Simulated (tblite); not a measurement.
A geometry optimisation, step by step.

Compound: C5H14GeSe.
Bonds: C1–C2, C2–C3, C3–Ge4, Ge4–Se5, Se5–C6, C6–C7. Hydrogens: H8, H9, H10 on C1; H11, H12 on C2; H13, H14 on C3; H15, H16 on Ge4; H17, H18 on C6; H19, H20, H21 on C7.

Computed with GFN2-xTB (tblite), gas phase: L-BFGS steps from a force-field or distance-geometry start until the largest atomic force falls under 0.01 eV/Å. 7 of its 226 geometries are shown.

Step 0: E = -624.2861 eV, largest atomic force 2.158 eV/Å
```
atom  x, y, z in Å  |  force x, y, z in eV/Å
C1     -3.962   -0.215   -0.330   -1.504   0.374   1.181
C2     -2.611   -0.576    0.240   -0.381  -1.185  -0.636
C3     -1.780    0.670    0.296   -1.626   1.238  -0.694
Ge4    -0.012    0.494    0.978    1.678   0.577   0.836
Se5     1.501   -0.512   -0.523   -0.603  -0.587  -0.511
C6      3.258    0.319   -0.366    0.704   0.724   0.657
C7      4.365   -0.699   -0.184    0.950  -0.712  -0.044
H8     -3.904    0.264   -1.304   -0.003  -0.183   0.028
H9     -4.420    0.508    0.396    0.172  -0.331  -0.767
H10    -4.667   -1.069   -0.342    0.543   0.333  -0.290
H11    -2.774   -1.046    1.218    0.300   0.142  -0.086
H12    -2.179   -1.330   -0.444    0.229   0.196   0.391
H13    -2.379    1.417    0.918    0.901  -0.604  -0.652
H14    -1.772    1.067   -0.766    0.240  -0.108   1.079
H15     0.526    1.956    1.190   -0.072  -0.482   0.065
H16     0.080   -0.195    2.375   -0.095   0.216  -0.391
H17     3.180    1.002    0.513    0.203  -0.343  -0.573
H18     3.499    0.896   -1.268   -0.418   0.047   0.154
H19     4.493   -1.351   -1.079   -0.368   0.463   0.538
H20     5.365   -0.220   -0.040   -0.866  -0.104   0.016
H21     4.183   -1.363    0.677    0.015   0.330  -0.302
```

Step 38: E = -624.7315 eV, largest atomic force 0.028 eV/Å
```
atom  x, y, z in Å  |  force x, y, z in eV/Å
C1     -3.978   -0.268   -0.294    0.005  -0.007   0.007
C2     -2.563   -0.510    0.214    0.026   0.004   0.003
C3     -1.760    0.784    0.266    0.000   0.023  -0.002
Ge4     0.097    0.505    0.910   -0.019  -0.001   0.002
Se5     1.413   -0.635   -0.662   -0.008  -0.005   0.001
C6      3.149    0.286   -0.325   -0.016   0.007  -0.003
C7      4.286   -0.696   -0.148    0.011  -0.009   0.002
H8     -3.953    0.146   -1.300   -0.012   0.001  -0.001
H9     -4.502    0.434    0.353    0.006  -0.006  -0.006
H10    -4.540   -1.198   -0.319   -0.005  -0.008  -0.003
H11    -2.602   -0.952    1.213   -0.010  -0.003   0.005
H12    -2.057   -1.225   -0.442    0.014   0.007  -0.009
H13    -2.251    1.502    0.925   -0.002  -0.017  -0.006
H14    -1.720    1.233   -0.728    0.005  -0.002   0.014
H15     0.806    1.826    1.178    0.001  -0.002   0.019
H16     0.111   -0.235    2.239    0.001   0.024  -0.005
H17     3.015    0.897    0.568   -0.003   0.012  -0.001
H18     3.322    0.935   -1.183    0.008   0.000  -0.014
H19     4.376   -1.341   -1.020    0.002  -0.004  -0.012
H20     5.220   -0.151   -0.019    0.020  -0.003   0.003
H21     4.125   -1.321    0.728   -0.024  -0.013   0.005
```

Step 75: E = -624.7447 eV, largest atomic force 0.116 eV/Å
```
atom  x, y, z in Å  |  force x, y, z in eV/Å
C1     -3.881   -0.361   -0.330    0.021   0.013  -0.003
C2     -2.449   -0.488    0.177    0.011   0.004   0.017
C3     -1.772    0.867    0.354   -0.017  -0.006   0.004
Ge4     0.101    0.647    0.968   -0.046  -0.070   0.080
Se5     1.294   -0.491   -0.697    0.035  -0.003  -0.027
C6      3.107    0.281   -0.400   -0.048   0.012  -0.013
C7      4.145   -0.785   -0.126    0.006   0.023   0.008
H8     -3.901    0.116   -1.307    0.024   0.016  -0.013
H9     -4.476    0.242    0.355    0.018  -0.041  -0.005
H10    -4.341   -1.343   -0.420   -0.001   0.018   0.019
H11    -2.449   -1.017    1.135   -0.015   0.000   0.014
H12    -1.859   -1.090   -0.524   -0.040   0.029  -0.010
H13    -2.321    1.483    1.071   -0.010  -0.054  -0.040
H14    -1.759    1.402   -0.598   -0.024  -0.014   0.050
H15     0.776    1.980    1.237    0.074   0.033  -0.014
H16     0.187   -0.106    2.296   -0.021   0.058  -0.092
H17     3.012    0.973    0.438    0.035  -0.006  -0.006
H18     3.349    0.842   -1.302    0.009   0.005  -0.009
H19     4.244   -1.459   -0.975   -0.052   0.001   0.029
H20     5.110   -0.311    0.049    0.025  -0.006   0.024
H21     3.875   -1.365    0.754    0.013  -0.013  -0.013
```

Step 112: E = -624.7774 eV, largest atomic force 0.170 eV/Å
```
atom  x, y, z in Å  |  force x, y, z in eV/Å
C1     -3.716   -0.468   -0.367    0.005  -0.009   0.032
C2     -2.249   -0.503    0.052    0.035   0.021   0.022
C3     -1.776    0.827    0.631   -0.072   0.148  -0.036
Ge4     0.202    0.881    0.848   -0.064  -0.013  -0.034
Se5     1.208    0.029   -1.100   -0.002  -0.064   0.103
C6      3.108    0.308   -0.598    0.102  -0.038  -0.022
C7      3.726   -0.888    0.111   -0.073   0.095   0.015
H8     -3.861    0.226   -1.192    0.039   0.003   0.005
H9     -4.359   -0.153    0.452    0.059   0.026   0.091
H10    -4.046   -1.453   -0.686    0.043  -0.036  -0.046
H11    -2.086   -1.278    0.809   -0.068  -0.027  -0.133
H12    -1.636   -0.751   -0.826   -0.076  -0.004   0.105
H13    -2.267    1.020    1.590    0.091  -0.039  -0.071
H14    -2.060    1.649   -0.036    0.046  -0.083  -0.002
H15     0.720    2.300    1.046    0.004  -0.023   0.039
H16     0.678    0.125    2.085    0.009   0.004  -0.052
H17     3.125    1.209    0.022    0.094  -0.105  -0.065
H18     3.618    0.504   -1.548   -0.030   0.011   0.167
H19     3.694   -1.768   -0.529   -0.069   0.024   0.021
H20     4.772   -0.690    0.353   -0.093   0.079  -0.028
H21     3.196   -1.109    1.039    0.019   0.029  -0.109
```

Step 150: E = -624.8111 eV, largest atomic force 0.040 eV/Å
```
atom  x, y, z in Å  |  force x, y, z in eV/Å
C1     -3.776   -0.443   -0.236    0.007  -0.024   0.001
C2     -2.270   -0.497   -0.018    0.021   0.004   0.005
C3     -1.720    0.827    0.501    0.004  -0.004   0.004
Ge4     0.243    0.742    0.764   -0.023  -0.006   0.000
Se5     1.276    0.028   -1.210   -0.006  -0.008  -0.032
C6      3.151    0.334   -0.652    0.018   0.016  -0.006
C7      3.683   -0.777    0.226    0.008   0.009   0.014
H8     -4.033    0.351   -0.933    0.000  -0.001  -0.005
H9     -4.290   -0.257    0.704   -0.007   0.027   0.013
H10    -4.136   -1.387   -0.640    0.001   0.001  -0.009
H11    -2.034   -1.292    0.695    0.001  -0.010   0.001
H12    -1.772   -0.744   -0.962   -0.007   0.010  -0.003
H13    -2.195    1.089    1.448   -0.007  -0.008  -0.004
H14    -1.946    1.623   -0.209   -0.003   0.015  -0.003
H15     0.855    2.080    1.158    0.000  -0.021   0.010
H16     0.603   -0.202    1.901   -0.007   0.011   0.024
H17     3.176    1.298   -0.144    0.003   0.010   0.029
H18     3.721    0.408   -1.578    0.002  -0.009  -0.036
H19     3.663   -1.724   -0.308   -0.003  -0.039  -0.010
H20     4.711   -0.563    0.516    0.004   0.010  -0.006
H21     3.083   -0.879    1.130   -0.006   0.016   0.015
```

Step 188: E = -624.8159 eV, largest atomic force 0.030 eV/Å
```
atom  x, y, z in Å  |  force x, y, z in eV/Å
C1     -3.805   -0.409   -0.219    0.028  -0.011  -0.005
C2     -2.293   -0.497   -0.054    0.005   0.001   0.000
C3     -1.709    0.803    0.485   -0.005  -0.003   0.008
Ge4     0.246    0.647    0.775   -0.012   0.007  -0.007
Se5     1.292   -0.004   -1.218    0.003  -0.001   0.006
C6      3.172    0.337   -0.692   -0.008  -0.011  -0.002
C7      3.708   -0.702    0.270   -0.002  -0.004  -0.008
H8     -4.066    0.379   -0.922   -0.008   0.009   0.004
H9     -4.278   -0.190    0.737   -0.005   0.006  -0.010
H10    -4.203   -1.349   -0.592   -0.014  -0.019  -0.016
H11    -2.050   -1.317    0.629   -0.003   0.021  -0.011
H12    -1.829   -0.725   -1.020   -0.007  -0.002   0.009
H13    -2.189    1.059    1.431    0.019   0.015   0.017
H14    -1.909    1.619   -0.212    0.010  -0.018   0.005
H15     0.892    1.944    1.242    0.006  -0.013   0.007
H16     0.536   -0.358    1.880    0.004   0.004   0.008
H17     3.213    1.339   -0.264   -0.013   0.004  -0.003
H18     3.729    0.327   -1.630    0.008   0.002  -0.012
H19     3.615   -1.699   -0.159    0.002   0.005   0.017
H20     4.760   -0.509    0.475   -0.012   0.008   0.005
H21     3.159   -0.675    1.211    0.004  -0.002  -0.013
```

Step 225: E = -624.8265 eV, largest atomic force 0.008 eV/Å
```
atom  x, y, z in Å  |  force x, y, z in eV/Å
C1     -3.805   -0.282   -0.315    0.003   0.002   0.002
C2     -2.329   -0.510   -0.019    0.002   0.001   0.001
C3     -1.669    0.725    0.581   -0.001   0.001  -0.003
Ge4     0.269    0.422    0.871    0.002   0.000  -0.008
Se5     1.226   -0.330   -1.133   -0.008  -0.001  -0.002
C6      3.082    0.272   -0.808    0.002  -0.005   0.000
C7      3.759   -0.506    0.300    0.004   0.001   0.004
H8     -3.928    0.535   -1.023   -0.003   0.004  -0.004
H9     -4.343   -0.028    0.597    0.002  -0.001   0.005
H10    -4.252   -1.177   -0.741   -0.003  -0.005  -0.003
H11    -2.220   -1.351    0.671   -0.004  -0.001  -0.004
H12    -1.810   -0.776   -0.947   -0.001  -0.001   0.001
H13    -2.144    0.986    1.528    0.000  -0.001  -0.002
H14    -1.795    1.575   -0.093    0.000   0.001   0.004
H15     1.024    1.671    1.302    0.002   0.005   0.005
H16     0.502   -0.583    1.989    0.001  -0.001   0.002
H17     3.039    1.338   -0.579   -0.001  -0.005   0.003
H18     3.594    0.133   -1.760    0.003  -0.003   0.003
H19     3.763   -1.570    0.074    0.001   0.003  -0.004
H20     4.789   -0.171    0.413    0.001   0.001  -0.002
H21     3.238   -0.355    1.247    0.000   0.004   0.002
```

Task: Summarise the path.

Result: The energy falls by 0.5404 eV from step 0 to step 225; nine tenths of that is first reached at step 109. It rises by more than 0.2 meV at steps 112 and 193. The largest force goes from 2.158 to 0.008 eV/Å. Among the bonds C3–Ge4 changes most, from 1.904 to 1.983 Å; the atoms move by 0.783 Å rms after alignment.

What follows is the cost of the whole relaxation. Time: 3.4 s of wall time. Hardware: one thread of an Arm Neoverse N1 (shared host).
